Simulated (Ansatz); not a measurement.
Energy difference R1 → 0.5 P1 + P2, each structure at its B3LYP-D3(BJ)/def2-TZVP stationary point, reached from a drawn start (curvature not checked).
R1, H2O (SMILES O) (charge 0, multiplicity 1, Z-matrix in Å and degrees):
```
O
H 1 0.9627
H 1 0.9627 2 105.24
```
P1, H2 (SMILES [H][H]) (charge 0, multiplicity 1):
```xyz
2

H      0.000     0.000    -0.372
H      0.000     0.000     0.372
```
P2, OH (SMILES [OH]) (charge 0, multiplicity 2):
```xyz
2

O      0.00000     0.00000    -0.48835
H      0.00000     0.00000     0.48835
```

P less R. No zero-point or thermal terms; singlets are restricted closed shells; open shells are unrestricted; no spin–orbit coupling.

Cores are frozen in the correlated methods.

The values were computed with Ansatz (a first-principles code). Each number belongs to the level named beside it.

Total energies in hartree:

```
structure  PBE/def2-TZVPP  r2SCAN/def2-TZVPP  CCSD(T)/cc-pVQZ
---------  --------------  -----------------  ---------------
R1             -76.380147         -76.423173       -76.359711
P1              -1.166122          -1.171285        -1.173794
P2             -75.683357         -75.730575       -75.661589
```

### Question
Work out the reaction energy at each level in kcal/mol (1 hartree = 627.50947 kcal/mol), and say how far PBE/def2-TZVPP lies from CCSD(T)/cc-pVQZ.

### Answer
- PBE/def2-TZVPP: (-75.683357) + 0.5 × (-1.166122) − (-76.380147) = 0.113729 hartree = 71.37 kcal/mol
- r2SCAN/def2-TZVPP: (-75.730575) + 0.5 × (-1.171285) − (-76.423173) = 0.106955 hartree = 67.12 kcal/mol
- CCSD(T)/cc-pVQZ: (-75.661589) + 0.5 × (-1.173794) − (-76.359711) = 0.111225 hartree = 69.79 kcal/mol
PBE/def2-TZVPP less CCSD(T)/cc-pVQZ: 1.58 kcal/mol. CCSD(T)/cc-pVQZ is the level counted from, the highest shown, and no exact or measured value.
